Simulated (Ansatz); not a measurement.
triplet methylene (CH2), triplet, at a GFN2-xTB geometry; PBE0/6-31G* (Ansatz, an electronic-structure program).

Ansatz was given this input:
Ansatz 0.2 input:
```yaml
crystal:
  periodic: [false, false, false]
  atoms:
    - {symbol: C, position_ang: [0.00386916, 0.00066529, 0.10150064]}
    - {symbol: H, position_ang: [0.00046091, 0.97908788, -0.31139250]}
    - {symbol: H, position_ang: [-0.02367585, -0.98307960, -0.29761136]}
basis:
  gaussian:
    orbitals: 6-31G*
hamiltonian:
  xc: pbe0
magnetization: {spin_polarized: true, initial_magnetization: 2}
```

What the program printed (banner, timings and long lists left out):

```
Functional definition: PBE0
208 factors; integrals over basis functions are off by at most 7.5e-4 eV
mean field evaluation 1: about -1063.1036 eV, gradient 1.2e1 eV
mean field evaluation 2: about -1063.5181 eV, gradient 8.5e0 eV
mean field evaluation 4: about -1063.8966 eV, gradient 9.7e-2 eV
mean field evaluation 8: about -1063.8949 eV, gradient 6.6e-4 eV
mean field -1063.89486871 eV, -39.0974152914 hartree, gradient 1.3e-5 eV, S^2 2.006692; 0 other end points of the search recorded, 0 dependent functions left out
reference -1063.89488034 eV, -39.0974157185 hartree; 5, 3 occupied and 14, 16 virtual orbitals, 208 factors
Total energy: -1063.89488034 eV, -39.0974157185 hartree
```
